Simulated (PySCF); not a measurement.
**Bonding in `C=C/C=C\CC=C`**

Compound: C7H10.
SMILES with atom numbers: `[CH2:1]=[CH:2]/[CH:3]=[CH:4]\[CH2:5][CH:6]=[CH2:7]` (hydrogens: H8, H9 on C1; H10 on C2; H11 on C3; H12 on C4; H13, H14 on C5; H15 on C6; H16, H17 on C7)

Cartesian coordinates in Å at the GFN2-xTB level; atoms count from 1:
```xyz
17
C7H10 angstrom
C     -3.3771   -0.2584    0.4641
C     -2.0667   -0.3642    0.2670
C     -1.2739    0.6813   -0.3402
C      0.0337    0.6447   -0.6029
C      0.9892   -0.4746   -0.3181
C      1.9759   -0.0432    0.7273
C      3.2737    0.0766    0.5238
H     -3.9217    0.6251    0.1724
H     -3.9524   -1.0456    0.9205
H     -1.5549   -1.2660    0.5733
H     -1.8278    1.5738   -0.6064
H      0.4992    1.5127   -1.0531
H      0.4576   -1.3608    0.0310
H      1.5232   -0.7303   -1.2373
H      1.5459    0.1921    1.6923
H      3.9477    0.3982    1.2995
H      3.7213   -0.1494   -0.4306
```

Bond orders from the PBE0/pcSseg-1 density (PySCF). Isolated species at its GFN2-xTB geometry (one conformer only).

Q: Where do the orders between heavy atoms depart from those drawn in the SMILES?

A: The largest departure is 0.142, at C3–C4 (drawn double, 1.858).

Q: Give the Mayer order of every bond between heavy atoms, beside its length.

A: 
```csv
bond,drawn as,length (Å),Mayer order
C1–C2,double,1.329,1.909
C2–C3,single,1.446,1.096
C3–C4,double,1.334,1.858
C4–C5,single,1.499,1.037
C5–C6,single,1.501,1.021
C6–C7,double,1.319,1.979
```

Bonds between the same two heavy elements. C–C: lowest C5–C6 (1.021, 1.501 Å), highest C6–C7 (1.979, 1.319 Å).

Q: And the bonds to hydrogen?

A: C–H: 0.93 to 0.96 (10 bonds).

Q: Sum the orders of all bonds at each heavy atom with more than one neighbour and set the sums beside the valence in the SMILES.

A: C1 3.816 (drawn 4), C2 3.954 (drawn 4), C3 3.913 (drawn 4), C4 3.845 (drawn 4), C5 3.929 (drawn 4), C6 3.957 (drawn 4), C7 3.888 (drawn 4). Orders between atoms that aren't bonded are not in these sums.

The Mayer order sums products of elements of PS (density times overlap matrix) between the two atoms' basis functions, so it depends on the basis set.
